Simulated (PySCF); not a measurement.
# C₈H₁₀O: full NMR table

```
Formula                               : C8H10O
SMILES                                : C=CCC#CCC(C)=O
Point group of the computed structure : C1
Degrees of unsaturation               : 4
Carbon signals                        : 8
Proton signals                        : 6
```

Numbering as in the mapped SMILES `[CH2:1]=[CH:2][CH2:3][C:4]#[C:5][CH2:6][C:7]([CH3:8])=[O:9]`. Hydrogens are named by the atom that carries them. Ha(C1) is cis to C3; Hb(C1) is trans to C3.

Relativity neglected, no solvent, fast rotation and ring inversion assumed for equivalent nuclei, single conformer. Shielding tensors at B3LYP/pcSseg-1 (GIAO); coordinates at the PBE0-D3(BJ)/def2-SVP level; PySCF 2.14.

Scale: 1H and 13C vs TMS; 17O vs H2O (reference shieldings calculated alike).

```tsv
carbon	δC, type	δH (multiplicity)	HMBC from (2–3 bonds)	span of the C tensor (ppm)
C1	123.7, CH2	Ha(C1) 5.29 (m); Hb(C1) 5.21 (m)	H(C2), H(C3)	206
C2	143.9, CH	5.92 (m)	Ha(C1), Hb(C1), H(C3)	234
C3	28.3, CH2	2.96 (d)	H(C2), Ha(C1), Hb(C1)	29
C4	86.8, C	–	H(C2), H(C3), H(C6)	255
C5	80.7, C	–	H(C3), H(C6)	247
C6	36.9, CH2	2.96 (s)	H(C8)	47
C7	208.6, C	–	H(C6), H(C8)	206
C8	30.8, CH3	2.31 (s)	H(C6)	48
```

Other nuclei:
```tsv
atoms	nucleus	environment	δ (ppm)	σ (ppm)
O9	17O	ketone oxygen	686.0	-352.0
```

- Carbon types of the structure: 3 × C, 1 × CH, 3 × CH2, 1 × CH3, which accounts for all hydrogens.
- δC 208.6: ketone carbonyl carbon; low-lying n→π* states of the double bond to the heteroatom give a large paramagnetic term (-280 ppm).
- δC 143.9: alkene CH; an sp2 carbon of a C=C bond.
- δC 123.7: terminal =CH2 carbon; as expected for a trigonal carbon in a double bond.
- δC 86.8, 80.7: alkyne carbon; the triple bond shields along its axis, which puts it between sp3 and sp2 carbons.
- δH 2.31: hydrogen on a methyl carbon α to a carbonyl; α to C=O.

Shifts are as computed. Against solution values, carbons near 30 ppm lie about +2 ppm off and those near 130 ppm about +6 ppm. Of 1211 compounds with measured shifts, 218 miss one by over three times the rms of a fit or turn the order of signals round; such compounds aren't used in these exercises. Unscaled 17O shifts of doubly bonded oxygen tend to come out too high, by tens of ppm or more. Experimental scales use liquid or dissolved standards, which lie at an offset from isolated H2O (liquid H2O: subtract about 36 ppm). No couplings were computed; multiplicities are counted from neighbouring protons, with m where these are inequivalent, close in shift, in a saturated or five-membered ring or joined by F or P, and br s for small geminal =CH2 splittings.
